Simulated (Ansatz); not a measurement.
Reaction (formal exchange of groups at the Sc–Cl bond): `[NH2][Sc]([NH2])[Cl]` + `CCCOCC` → `[CH3][Sc]([NH2])[NH2]` + `CCOCCCl`

Isolated molecules relaxed with PBE0-D4/def2-TZVP in Ansatz; ΔE leaves out vibrations. CBS: MP2 limit from def2 TZ/QZ plus the TZ coupled-cluster correction, frozen cores. Functionals use def2-TZVPP. For Sc outer-core shells are correlated without core-valence functions, which leaves a few kJ/mol of doubt a bond. Scalar relativity is left out up to krypton. One conformer a species, not always the lowest.

CCSD(T)/CBS gives +2.75 eV.

**Question.** Another level gave +2.78 eV. Which?
A. HF/def2-TZVPP
B. MP2/def2-TZVPP
C. PBE0-D4/def2-TZVPP
D. PBE/def2-TZVPP

**Answer.** C. PBE0-D4 2.78, PBE 2.69, HF/def2-TZVPP 2.95, MP2/def2-TZVPP 2.84 eV.

Largest T1 diagnostic among the species: 0.014.

In def2-TZVPP, CCSD(T) changes the Hartree–Fock value by −0.16 eV (the triples alone add −0.02 eV) and MP2 by −0.12 eV. From PBE to PBE0 (25 % exact exchange), in def2-TZVPP and without D4, ΔE moves by +0.08 eV.
